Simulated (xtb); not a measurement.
xtb input:

```bash
xtb mol.xyz --gfn 2 --sp --chrg 1 --uhf 0
```
mol.xyz:
```
4

Ce    -0.05320464     0.07495996     0.17766313
F     -1.42133946    -1.20810389    -0.39973548
F      0.08259549     1.54784235    -1.11214718
F      1.68161829    -0.82281373     0.36694250
```

Problem. Predict the final energy.

Solution. -14.82488 Eh (GFN2-xTB).
